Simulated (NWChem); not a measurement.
System: MgN$_{2}$H$_{4}$; SMILES [NH2][Mg][NH2]

The following NWChem deck was run.

```
start job
memory heap 200 mb stack 900 mb global 1100 mb
geometry units angstroms noautoz
  Mg     0.000000     0.000000     0.383167
  N     -1.879341     0.217955     0.383660
  H     -2.415262     0.862412    -0.190426
  H     -2.548066    -0.286706     0.958342
  N      1.879341    -0.217955     0.383660
  H      2.415262    -0.862412    -0.190426
  H      2.548066     0.286706     0.958342
end
basis spherical
  * library 6-31g*
end
dft
  xc xtpss03 ctpss03
  iterations 150
  mulliken
end
task dft energy
```

Geometry: optimised at PBE0/def2-SVP.

Question: What results follow from this input? (TPSS/6-31G* (spherical d).) Quantities: basis functions; energy (Ha); highest occupied level (eV); orbital gap (eV).

Answer: 
```yaml
number_of_basis_functions: 54
energy (Ha): -312.02
highest occupied level (eV): -4.47
orbital gap (eV): 3.51
```
